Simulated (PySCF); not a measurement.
# A thermochemical cycle for HgH

CCSD(T) in PySCF with def2-SVPD on every atom (core potentials on Hg), for the lowest determinant that a PBE0 search found; no spin–orbit coupling. HgH, a doublet (σ ↑), has De = 0.29 eV to neutral atoms, and HgH⁺, a singlet (closed shell), has De = 2.60 eV to Hg⁺ + H.

The adiabatic ionisation energy of HgH, between the minima, is 7.81 eV.

Q: Which ionisation energy of the Hg atom does this level give?

A: IE(Hg) = IE(molecule) + De(ion) − De(neutral) = 7.81 + 2.60 − 0.29 = 10.12 eV; the measured value is 10.438 eV (NIST ASD).

Correlated steps freeze no core orbitals. Weak bonds: HgH. Basis-set superposition, not corrected here, can be much of De in a small basis, most of all at correlated wavefunction levels. Spin–orbit coupling is left out. For an ion De counts to the pair picked by the measured ionisation energies or electron affinities, which need not be the lowest pair at this level. Where the molecule has an RHF reference, its open-shell atoms are computed with UHF. The CCSD T1 diagnostic is raised in HgH⁺, a sign that a single reference may not be enough there. States were picked by a PBE0 search and need not be the measured ground states.
